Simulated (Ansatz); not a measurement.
Ansatz (an electronic-structure program) input (CCSD(T)/aug-cc-pV(D+d)Z):
A basis named .json is the Basis Set Exchange file of that set.

Ansatz 0.2 input:
```yaml
crystal:
  periodic: [false, false, false]
  atoms:
    - {symbol: Si, position_ang: [0.53290561, 0.03118693, 0.63429072]}
    - {symbol: Cl, position_ang: [0.31743609, 1.97994518, -0.04389869]}
    - {symbol: Cl, position_ang: [2.09307401, -0.87215456, -0.37493135]}
    - {symbol: O, position_ang: [-0.82840609, -0.78918747, 0.34053030]}
    - {symbol: Si, position_ang: [-2.38117415, -0.76194177, -0.23521936]}
    - {symbol: H, position_ang: [-3.14880489, 0.28876598, 0.46538688]}
    - {symbol: H, position_ang: [-2.96963826, -2.08891924, 0.03060614]}
    - {symbol: H, position_ang: [-2.35722053, -0.48821953, -1.68712403]}
basis:
  gaussian:
    orbitals: aug-cc-pV_D+d_Z.json
magnetization: {spin_polarized: true, initial_magnetization: 1}
correlation: {method: ccsd_t, electrons: outside_noble_gas}
output: {forces: true}
```

Output:

```
Functional definition: HF
integrals: 1.17 GiB planned
1764 factors; integrals over basis functions are off by at most 6.6e-4 eV
mean field: 1.81 GiB planned
mean field evaluation 1: about -42817.8595 eV, gradient 2.7e1 eV
mean field evaluation 2: about -42817.8650 eV, gradient 2.7e1 eV
mean field evaluation 4: about -42821.6069 eV, gradient 3.0e0 eV
mean field evaluation 8: about -42821.7384 eV, gradient 1.8e-1 eV
mean field evaluation 16: about -42821.7123 eV, gradient 1.0e0 eV
mean field -42821.73915681 eV, -1573.6698883956 hartree, gradient 3.4e-6 eV, S^2 0.754611; 0 other end points of the search recorded, 0 dependent functions left out
21 core orbitals not correlated
reference -42821.73915681 eV, -1573.6698883956 hartree; 16, 15 occupied and 141, 142 virtual orbitals, 1764 factors
densities: 8.28 GiB planned
second order -18.38832902 eV of doubles, -0.00000000 eV of singles
coupled cluster: 4.57 GiB planned
cycle   1  -19.22990760 eV  change   -8.4e-1 eV  update   1.1e-1
cycle   2  -19.70482606 eV  change   -4.7e-1 eV  update   3.2e-2
cycle   3  -19.83152482 eV  change   -1.3e-1 eV  update   1.8e-2
cycle   4  -19.82805422 eV  change    3.5e-3 eV  update   5.1e-3
cycle   5  -19.82510603 eV  change    2.9e-3 eV  update   2.5e-3
cycle   6  -19.82556083 eV  change   -4.5e-4 eV  update   9.9e-4
cycle   7  -19.82565745 eV  change   -9.7e-5 eV  update   3.7e-4
cycle   8  -19.82578410 eV  change   -1.3e-4 eV  update   1.3e-4
cycle   9  -19.82582548 eV  change   -4.1e-5 eV  update   4.4e-5
cycle  10  -19.82580511 eV  change    2.0e-5 eV  update   1.6e-5
cycle  11  -19.82580812 eV  change   -3.0e-6 eV  update   7.1e-6
cycle  12  -19.82581094 eV  change   -2.8e-6 eV  update   3.1e-6
perturbative correction -0.62305566 eV, -0.0228968730 hartree
the calculation of the forces begins
Total energy: -42842.18802341 eV, -1574.4213703823 hartree
Atom 0 at     0.532906     0.031187     0.634291 Å, force     0.553667     0.401331     0.237705 eV/Å
Atom 1 at     0.317436     1.979945    -0.043899 Å, force    -0.011499     0.254495    -0.054308 eV/Å
Atom 2 at     2.093074    -0.872155    -0.374931 Å, force     0.206224    -0.107557    -0.089559 eV/Å
Atom 3 at    -0.828406    -0.789187     0.340530 Å, force     0.163541    -0.651767     0.262992 eV/Å
Atom 4 at    -2.381174    -0.761942    -0.235219 Å, force    -0.808366     0.100361    -0.322655 eV/Å
Atom 5 at    -3.148805     0.288766     0.465387 Å, force    -0.066091     0.085740     0.059670 eV/Å
Atom 6 at    -2.969638    -2.088919     0.030606 Å, force    -0.036300    -0.103852     0.025177 eV/Å
Atom 7 at    -2.357221    -0.488220    -1.687124 Å, force    -0.001177     0.021249    -0.119022 eV/Å
Dipole moment:    -0.289194    -0.089365     0.081902 e Å
```

It need not be the lowest isomer of its formula.
